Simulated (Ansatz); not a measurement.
The same path of Cl2GaH2N + H2 (8 atoms, charge 0, multiplicity 1) was run 3 times with different band settings. Lost on the way: H7–H8. Made: Ga1–H7, N2–H8.

These are results of RKS PBE0-D4/def2-SVP in Ansatz 0.2.0, not measurements.

Relaxed end points:

```xyz
8
Properties=species:S:1:pos:R:3
Ga -0.011 -0.191 0.335
N 0.018 -0.390 2.116
H -0.783 -0.717 2.641
H 0.878 -0.408 2.649
Cl 1.780 0.244 -0.744
Cl -1.826 -0.428 -0.763
H -0.539 2.576 0.436
H -0.486 2.328 1.155
```

```xyz
8
Properties=species:S:1:pos:R:3
Ga -0.177 0.704 -0.042
N -0.112 0.302 2.015
H -0.821 -0.410 2.203
H 0.807 -0.098 2.214
Cl 1.823 -0.067 -0.476
Cl -1.762 -0.735 -0.493
H -0.459 2.223 -0.233
H -0.269 1.094 2.639
```

Common settings: climbing image yes; spring 5.0 eV/Å²; optimiser quadratic models (default); force threshold 0.03 eV/Å; iteration limit 60; end points relaxed.

| run | movable images | start path |
| --- | --- | --- |
| 1 | 5 | through a guess of the saddle point |
| 2 | 5 | straight line |
| 3 | 2 | through a guess of the saddle point |

Task: What does each run give, and how far can it be trusted?

Result: Run 1: converged after 9 iterations, highest image 0.756 eV above the first end. Neighbouring images differ by up to 1.4 eV, so the band resolves the path poorly. A vibrational analysis at the climbing image gives one clearly imaginary mode, 1226i cm⁻¹: a first-order saddle point.
Run 2: converged after 11 iterations, highest image 0.756 eV above the first end. Neighbouring images differ by up to 1.4 eV, so the band resolves the path poorly. Another band between the same ends (5 images) ends at a top of the same energy, where a vibrational analysis finds 1 clearly imaginary mode.
Run 3: converged after 16 iterations, highest image 0.756 eV above the first end. Neighbouring images differ by up to 1.7 eV, so the band resolves the path poorly. Another band between the same ends (5 images) ends at a top of the same energy, where a vibrational analysis finds 1 clearly imaginary mode. So few images can step over the top or miss a turn of the path.
The orbitals stay closed-shell, which can raise the energy where a bond breaks towards radicals; this wasn't checked here.
